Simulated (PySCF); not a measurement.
Cl$_{4}$Ge, triplet, at a GFN2-xTB geometry (a higher spin typed on purpose: for a closed-shell molecule this is an excited state).

Input for PySCF:
```python
from pyscf import gto, scf, dft, solvent

mol = gto.Mole()
mol.atom = '''
    Cl   -0.620043   -1.439013   -1.903396
    Ge   -0.091571   -0.507329    0.072011
    Cl    2.094631   -0.437247    0.096864
    Cl   -0.599080    1.750982   -0.438356
    Cl   -0.703139    1.080251    2.109338
'''
mol.basis = '6-31g'
mol.charge = 0
mol.spin = 2
mol.verbose = 4
mol.build()

mf = dft.UKS(mol)
mf.xc = 'm062x'
mf.kernel()
```

Task: What does this run give for the Mulliken (on the basis functions themselves) charges in atom order, HOMO energy, <S^2>, total energy?

Result: 
| Property | Value |
|---|---|
| Mulliken (on the basis functions themselves) charges in atom order | Cl1 -0.28, Ge2 0.87, Cl3 -0.25, Cl4 -0.19, Cl5 -0.15 |
| HOMO energy | -9.55 eV |
| <S^2> | 2.010 |
| total energy | -3917.2850 Eh |

These values belong to the state on which the SCF converged, which isn't shown to be the lowest.
